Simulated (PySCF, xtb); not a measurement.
YOCl, SMILES [O]=[Y][Cl].

Harmonic wavenumbers (cm⁻¹) from xtb 6.7.1 with GFN2-xTB at its own minimum, in rising order: 142, 236, 489.

### Question
What does PBE0-D3(BJ)/def2-TZVP (PySCF) give at its own minimum? (Estimate from the structure and the level; the computed values follow.)

### Answer
131, 335, 876. Paired by order, the mean absolute difference is 165 cm⁻¹ and the zero-point energies are 1.2 and 1.9 kcal/mol.
